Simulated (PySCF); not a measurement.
# Gas-phase XPS of (MgSe)3 ring, computed

(MgSe)3 ring, Mg3Se3.
Bonds: Mg1–Se2, Mg1–Se6, Se2–Mg3, Mg3–Se4, Se4–Mg5, Mg5–Se6.

Computed with delta-SCF UKS SCAN, pcX-2 on the ionised atom, pcseg-1 elsewhere, spin-free X2C in PySCF 2.14.0. Binding energies are ΔSCF values: E(core-ionised, relaxed orbitals) − E(ground state) at a fixed geometry, referred to the vacuum level.

Give the core binding energies atom by atom.

```tsv
atom(s)	environment	level	binding energy (eV)	count
Mg1/Mg3/Mg5	magnesium bonded to 2 Se	Mg 1s	1311.14	3
```

Give the binding energy of Mg 1s of Mg1/Mg3/Mg5 in hartree and in kJ/mol.

1311.14 eV = 48.1835 Eh = 126506 kJ/mol.

Atoms equivalent by their bonding share one computed value, that of the first of them. No level of selenium is listed. One conformer (not necessarily the lowest) at the PBE0-D3(BJ)/def2-SVP geometry, without solvent, vibrations or thermal averaging.

On one thread, Intel Xeon at 2.50 GHz (x86_64), on a shared host, this took 11 s wall and 0.53 GiB of memory at its peak.
